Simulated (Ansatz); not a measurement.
InSn9H16, a doped cluster cut from the lattice of tin (In on a surface site). Charge 0, multiplicity 2. Geometry PBE-D4/def2-SVP.

| atom | x (Å) | y (Å) | z (Å) |
| --- | --- | --- | --- |
| Sn1 | -2.8007 | 0.5951 | 0.5374 |
| Sn2 | 1.4324 | 0.1220 | 2.3501 |
| Sn3 | 1.0320 | 1.8705 | -1.7112 |
| In4 | -0.1636 | -2.8589 | -1.1939 |
| Sn5 | -1.6936 | 2.4404 | -1.2801 |
| Sn6 | 2.4873 | 2.1333 | 0.6857 |
| Sn7 | -1.2772 | 0.6514 | 2.9044 |
| Sn8 | -2.7596 | -1.9810 | -0.5990 |
| Sn9 | 1.8063 | -2.2872 | 0.9164 |
| Sn10 | 1.4532 | -0.7968 | -2.5566 |
| H11 | -4.4091 | 1.1446 | 0.9267 |
| H12 | 2.3488 | -0.0127 | 3.8280 |
| H13 | 1.6845 | 2.8933 | -2.9661 |
| H14 | 0.1292 | -4.4376 | -1.8956 |
| H15 | -1.8062 | 4.0736 | -0.6953 |
| H16 | -2.5253 | 2.3819 | -2.8048 |
| H17 | 2.2875 | 3.7139 | 1.3756 |
| H18 | 4.1826 | 1.8872 | 0.4049 |
| H19 | -1.3690 | 2.2026 | 3.6842 |
| H20 | -1.8630 | -0.5256 | 4.0403 |
| H21 | -3.5832 | -3.0320 | 0.5197 |
| H22 | -3.7785 | -1.9037 | -2.0087 |
| H23 | 1.6333 | -3.6977 | 1.9385 |
| H24 | 3.4365 | -2.3383 | 0.3142 |
| H25 | 0.9641 | -1.0611 | -4.2170 |
| H26 | 3.1511 | -1.1772 | -2.4977 |

In the def2 sets In, Sn take a core potential; there is no spin–orbit coupling. Single mean-field runs in def2-TZVP are fitted with def2-universal-jkfit.

Problem. Estimate the α-spin orbital energies around the gap (eV) in Ansatz with PBE-D4/def2-SVP, PBE-D4/def2-TZVP, BLYP-D4/def2-TZVP, r2SCAN-D4/def2-TZVP, r2SCANh-D4/def2-TZVP.

Solution. 
| orbital | PBE-D4/def2-SVP | PBE-D4/def2-TZVP | BLYP-D4/def2-TZVP | r2SCAN-D4/def2-TZVP | r2SCANh-D4/def2-TZVP |
| --- | --- | --- | --- | --- | --- |
| HOMO−5 | -6.33 | -6.39 | -6.25 | -6.63 | -6.95 |
| HOMO−4 | -6.32 | -6.38 | -6.24 | -6.62 | -6.94 |
| HOMO−3 | -6.17 | -6.23 | -6.08 | -6.47 | -6.80 |
| HOMO−2 | -6.17 | -6.23 | -6.05 | -6.44 | -6.75 |
| HOMO−1 | -6.01 | -6.07 | -5.91 | -6.28 | -6.59 |
| HOMO | -5.41 | -5.48 | -5.30 | -5.78 | -6.09 |
| LUMO | -2.44 | -2.57 | -2.57 | -2.37 | -2.10 |
| LUMO+1 | -2.24 | -2.36 | -2.30 | -2.17 | -1.92 |
| LUMO+2 | -2.14 | -2.27 | -2.21 | -2.11 | -1.86 |
| LUMO+3 | -2.11 | -2.23 | -2.15 | -2.03 | -1.79 |
| LUMO+4 | -1.76 | -1.91 | -1.77 | -1.79 | -1.54 |
| LUMO+5 | -1.72 | -1.89 | -1.76 | -1.73 | -1.51 |
| β HOMO | -5.93 | -6.00 | -5.84 | -6.18 | -6.46 |
| β LUMO | -4.93 | -4.99 | -4.91 | -4.90 | -4.68 |
